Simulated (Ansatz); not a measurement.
Wavefunction ladder for C$_{2}$H$_{4}$BNO, SMILES `B1C=NCO1`

```tsv
atom	x (Å)	y (Å)	z (Å)
B1	0.5920	-0.3778	-1.0121
C2	-0.9399	-0.3070	-0.6834
N3	-1.0906	0.1568	0.5026
C4	0.1994	0.4235	1.0503
O5	1.2061	0.0868	0.1014
H6	1.2142	-0.7301	-1.9630
H7	-1.8251	-0.5687	-1.2579
H8	0.2900	1.4843	1.3040
H9	0.3539	-0.1678	1.9581
```

Charge 0, multiplicity 1. The geometry is a stationary point of PBE0-D4/def2-TZVP. Frozen core, restricted reference, the Gaussian-basis code of Ansatz. CBS rows extrapolate triple and quadruple zeta; past MP2 they add the triple-zeta difference.

```json
{"basis": "def2-SVP", "HF (Eh)": "?", "MP2 corr.": "-0.68248", "CCSD corr.": "-0.71775", "(T)": "-0.02535", "CCSD(T) total": "?"}
{"basis": "def2-TZVPP", "HF (Eh)": "-232.17496", "MP2 corr.": "?", "CCSD corr.": "-0.86686", "(T)": "-0.03969", "CCSD(T) total": "?"}
{"basis": "def2-QZVPP", "HF (Eh)": "-232.18557", "MP2 corr.": "-0.90226", "CCSD corr.": "–", "(T)": "–", "CCSD(T) total": "–"}
{"basis": "CBS(def2)", "HF (Eh)": "-232.18704", "MP2 corr.": "?", "CCSD corr.": "?", "(T)": "as TZ", "CCSD(T) total": "?"}
```

(1) Fill in the withheld values. (Best estimate.)

Results:

(1) The calculation gave: def2-SVP HF (Eh): -231.90512; def2-SVP CCSD(T) total: -232.64822; def2-TZVPP MP2 corr.: -0.84315; def2-TZVPP CCSD(T) total: -233.08151; CBS(def2) MP2 corr.: -0.94605; CBS(def2) CCSD corr.: -0.96976; CBS(def2) CCSD(T) total: -233.19649.
